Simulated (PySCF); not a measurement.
State search for Te₂

Unrestricted PBE0; Te def2-SVP with ECP28; scalar-relativistic core potentials (PySCF 2.14). Outer shells of the fragments: Te 4d10 5s2 5p4; Te 4d10 5s2 5p4.

Followed along the bond (rough minima from three points):

| 2Ms+1 | unpaired | ⟨S²⟩ at the start | R at minimum (Å) | Te (eV) |
| --- | --- | --- | --- | --- |
| 3 | π ↑↑ | 2.01 | 2.57 | 0.00 |
| 1 | π ↑↓ | 1.01 | 2.57 | 0.20 |
| 1 | none | 0.00 | 2.58 | 0.85 |
| 5 | σ ↑, π ↑↑↑ | 6.01 | none in the scan | ≤ 2.57 |

Solutions found at the starting distance of 2.640 Å, counted from the lowest of them; the search is not exhaustive and high or unbound solutions are not listed, so other states can lie among these:

```
2Ms+1  unpaired   term  E (eV)  ⟨S²⟩  ⟨Lz²⟩
    3      π ↑↑    ³Σ⁻    0.00  2.01   0.00
    1      π ↑↓  mixed    0.20  1.01   2.01
    1      none  mixed    0.84  0.00   2.00
    3      π ↑↑  mixed    1.67  2.00   2.01
    3  σ ↑, π ↑     ³Π    2.83  2.00   1.00
    1  σ ↓, π ↑  mixed    3.04  1.01   1.00
```

A term symbol is given only where ⟨S²⟩ and ⟨Lz²⟩ are close to those of a pure state; real π, δ and φ orbitals otherwise mix terms, and g/u labels are left off.

Spin–orbit coupling is left out. Counting both spins, an empty level lies below a filled one in some of these solutions, because spin and occupation are held.
